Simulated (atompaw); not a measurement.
**PBEsol PAW (atompaw) dataset for tellurium (Te), scalar-relativistic all-electron reference.**

tellurium, PAW, made with atompaw 4.2.0.5 (PBEsol, scalar-relativistic). Core [Kr], reference 4d10 5s2 5p3 (charge +1). Waves: 5s (bound): rc 1.50 bohr; 5s channel at 1.1 Ry: rc 1.50 bohr; 5p (bound): rc 1.75 bohr; 5p channel at 3.85 Ry: rc 1.75 bohr; 4d (bound): rc 1.75 bohr; 4d channel at -2.8 Ry: rc 0.95 bohr. Local part: troulliermartins scheme with l = 3 at -0.5 Ry, radius 1.65 bohr. Core correction: smooth core density matched at 1.70 bohr. Augmentation charge: besselshape compensation charge, radius 1.70 bohr; PAW radius 1.75 bohr; waves and projectors: custom rrkj gramschmidtortho.

All-electron outer shells of the reference configuration (PBEsol, scalar-relativistic, ld1.x):

```csv
shell,level (eV),outermost node (bohr),outermost maximum (bohr)
4p,-123.30,0.38,0.74
4d,-50.63,0.36,0.81
5s,-23.51,0.91,1.77
5p,-13.72,1.00,2.11
```

(1) Does this generation succeed?

## Answers

(1) No. atompaw 4.2.0.5 stopped with "atompaw: The overlap operator has at least one negative eigenvalue!": the overlap operator built from these waves and projectors is not positive definite.
